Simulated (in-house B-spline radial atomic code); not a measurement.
**The niobium ion Nb⁸⁺: [Ar] (3d3/2)3 (3d5/2)6 4s2 4p4 (with a hole in an inner shell)**

All numbers are computed (Dirac-Hartree-Fock, average of the jj configuration; Fermi nucleus of rms radius 4.324 fm) with an all-electron radial atomic-structure program (B-spline basis), not measured.

Z_r = [3n² - l(l+1)]/(2<r>); Z_e = n√(-2ε); the last column is Slater's effective charge. Values are occupation-weighted means over j. An effective charge above Z reflects the relativistic contraction of the inner shells.

```json
{"shell": "1s", "electrons": "2", "ε (eV)": "-19262", "<r> (bohr)": "0.03608", "Z_r": "41.57", "Z_e": "37.63", "Slater": "40.70"}
{"shell": "2s", "electrons": "2", "ε (eV)": "-2907.3", "<r> (bohr)": "0.1573", "Z_r": "38.15", "Z_e": "29.24", "Slater": "36.85"}
{"shell": "2p", "electrons": "6", "ε (eV)": "-2608.1", "<r> (bohr)": "0.1375", "Z_r": "36.36", "Z_e": "27.69", "Slater": "36.85"}
{"shell": "3s", "electrons": "2", "ε (eV)": "-640.04", "<r> (bohr)": "0.4355", "Z_r": "31.00", "Z_e": "20.58", "Slater": "29.75"}
{"shell": "3p", "electrons": "6", "ε (eV)": "-538.31", "<r> (bohr)": "0.4377", "Z_r": "28.56", "Z_e": "18.87", "Slater": "29.75"}
{"shell": "3d", "electrons": "9", "ε (eV)": "-375.65", "<r> (bohr)": "0.4206", "Z_r": "24.96", "Z_e": "15.76", "Slater": "20.20"}
{"shell": "4s", "electrons": "2", "ε (eV)": "-193.4", "<r> (bohr)": "1.058", "Z_r": "22.70", "Z_e": "15.08", "Slater": "14.80"}
{"shell": "4p", "electrons": "4", "ε (eV)": "-162.71", "<r> (bohr)": "1.128", "Z_r": "20.38", "Z_e": "13.83", "Slater": "14.80"}
```

The least bound orbital is 4p3/2 at -161.8 eV, and it is also the most diffuse (<r> = 1.134 bohr). The part-filled 3d shell lies below the filled 4s shell in orbital energy.

For the 1s electron the small component carries 2.23 % of the norm, the zero-frequency Breit interaction raises the level by 35.87 eV, self-energy by 19.49 eV, and vacuum polarisation lowers it by 2.213 eV.
